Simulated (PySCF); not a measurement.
C2H6GeN2, SMILES N1=[CH][Ge@H]([NH2])[CH2]1. Geometry optimised at TPSSh-D3(BJ)/def2-SVP. The structure was generated by enumeration; whether it is a known compound was not checked. The values are those of a single conformer.

Computed equilibrium geometry at TPSSh-D3(BJ)/def2-SVP (PySCF confirms it by a frequency run) as bond lengths and angles (one conformer of several):
Atoms: N1 Ge2 C3 N4 C5 H6 H7 H8 H9 H10 H11. Bonds (Å): N1–Ge2 1.836, N1–H6 1.019, N1–H7 1.019, Ge2–C3 1.981, Ge2–C5 2.022, Ge2–H8 1.546, C3–N4 1.286, C3–H9 1.100, N4–C5 1.480, C5–H10 1.103, C5–H11 1.103. Bond angles (°): Ge2–N1–H6 116.0, Ge2–N1–H7 116.6, H6–N1–H7 109.5, N1–Ge2–C3 119.7, N1–Ge2–C5 125.8, N1–Ge2–H8 104.7, C3–Ge2–C5 67.3, C3–Ge2–H8 118.5, C5–Ge2–H8 118.0, Ge2–C3–N4 97.0, Ge2–C3–H9 141.6, N4–C3–H9 121.4, C3–N4–C5 106.4, Ge2–C5–N4 89.2, Ge2–C5–H10 116.7, Ge2–C5–H11 119.2, N4–C5–H10 110.6, N4–C5–H11 111.7, H10–C5–H11 107.9.
